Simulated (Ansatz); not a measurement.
`S[SiH2][SeH]` → H₂Se + `[SiH]S` at 500 K and 1 bar (silylene formation by 1,1-elimination).

Program: Ansatz. Geometries: PBE0-D4/def2-TZVP. ΔE: electronic, gas phase. CBS: MP2 limit from def2 TZ/QZ plus the TZ coupled-cluster correction, frozen cores. This one scheme is used for every species. For Se outer-core shells are correlated without core-valence functions, which leaves a few kJ/mol of doubt a bond. Scalar relativity is left out up to krypton. Each species was taken in one conformer, which may not be the lowest.

| species | CCSD(T)/CBS energy (Eh) | H − E (kJ/mol) | S (J/(mol·K)) |
| --- | --- | --- | --- |
| `S[SiH2][SeH]` | -3090.01366 | 130.2 | 383.1 |
| H₂Se | -2401.89790 | 53.1 | 237.8 |
| `[SiH]S` | -688.02937 | 66.8 | 284.1 |

H − E and S are ideal-gas, rigid-rotor, harmonic terms from PBE0-D4/def2-TZVP, for one conformer and one mirror image of each species. 1 Eh = 2625.50 kJ/mol, R = 8.31446 J/(mol·K).

By hand: ΔE, ΔH, ΔS and ΔG.

ΔE = (-2401.89790) + (-688.02937) − (-3090.01366) = 0.08639 Eh = 226.8 kJ/mol. Δ(H − E) = 53.1 + 66.8 − 130.2 = -10.3, so ΔH = 216.5 kJ/mol. ΔS = 237.8 + 284.1 − 383.1 = 138.8 J/(mol·K). ΔG = 216.5 − 500 × (138.8)/1000 = 147.1 kJ/mol.

By hand: the equilibrium constant, and the temperature at which ΔG would vanish if ΔH and ΔS stayed fixed.

log₁₀ K = −ΔG/(RT ln 10) = -15.4. ΔG = 0 at ΔH/ΔS = 1560 K.

The number of gas molecules changes by +1, which sets the sign of ΔS. A doubt of 5 kJ/mol in ΔE shifts log₁₀ K by 0.5 here. Other conformers and mirror images would add mixing entropy, several J/(mol·K) or more a flexible species. These are equilibria of isolated gas molecules and say nothing of rates. Largest T1 diagnostic: 0.016 (customary marks: 0.02 for closed shells, 0.045 for open ones).
